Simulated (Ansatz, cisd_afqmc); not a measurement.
System: BP$_{2}$H$_{5}$, charge 0, singlet. BP2H5 (SMILES PBP).
B3LYP-D3(BJ)/def2-TZVP minimum from Ansatz (a first-principles code):
```
B
H 1 1.1906
P 1 1.8820 2 117.06
H 3 1.4111 1 100.73 2 46.46
H 3 1.4119 4 98.37 1 -104.90
P 1 1.8820 2 117.06 3 -164.56
H 6 1.4111 1 100.73 2 -46.46
H 6 1.4119 7 98.37 1 104.90
```
Charge 0, spin multiplicity 1.

Atomisation energy term by term, kcal/mol (programs: Ansatz, cisd_afqmc). Radicals and triplets start from unrestricted determinants; spin-orbit coupling is neglected. Correlated methods leave the cores frozen. Rows without X2C or -DK are non-relativistic. AFQMC/CISD: phaseless, guided by CISD from CCSD amplitudes; bars are statistical, one sigma. Outlying blocks are dropped, and bars are widened where a walk drifts. Over all cases where full CI ran beside it in this data, AFQMC minus full CI had a median of +0.1 mEh and passed +0.4 mEh in a tenth of the cases. CBS(X,Y): correlation extrapolated as X^-3, Hartree-Fock from the larger set. A bracket is a step between two methods taken in the basis named. '+ core + X2C': CCSD(T) terms for core correlation (cc-pwCVTZ, 1s frozen past Ne) and scalar relativity (cc-pVTZ-DK). Where a partner has so few electrons that a lower coupled-cluster level is exact, that level stands in.

| term | basis | kcal/mol |
|---|---|---|
| Hartree-Fock | cc-pV(Q+d)Z | 399.61 |
| CCSD correlation | CBS(cc-pV(T+d)Z,cc-pV(Q+d)Z) | 143.92 |
| (T) | CBS(cc-pV(T+d)Z,cc-pV(Q+d)Z) | 8.27 |
| CCSDT(Q) - CCSD(T) | cc-pV(D+d)Z | 0.76 |
| core correlation | cc-pwCVTZ | 2.01 |
| scalar relativity | X2C, cc-pVTZ-DK | -1.12 |
| sum: De |  | 553.5 |

The step beyond CCSD(T) by other levels: AFQMC/CISD in cc-pV(D+d)Z 0.85 ± 0.25 kcal/mol.
